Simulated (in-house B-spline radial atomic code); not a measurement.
Configurations of F IV (F3+), with energies counted from [He] 2s2 2p2. All numbers are computed (non-relativistic M06-2X, spin-polarised, spherical fractional occupations, exact exchange averaged over the configuration; point nucleus) with a B-spline radial code for spherical atoms, not measured. Shells without spins written out take the highest spin.

| configuration | E - E(ref) (eV) | highest orbital | its <r> (bohr) |
| --- | --- | --- | --- |
| [He] 2s2 2p1 3s1 | 51.495 | 3s up | 2.325 |
| [He] 2s2 2p1 3d1 | 60.935 | 3d up | 2.358 |

**Question.** Order these further configurations by energy, lowest first.
A. [He] 2s1 2p3
B. [He] 2s1 2p2 3s1
C. [He] 2s1 2p2 3d1

**Answer.** A (10.784 eV), B (62.643 eV), C (71.938 eV).
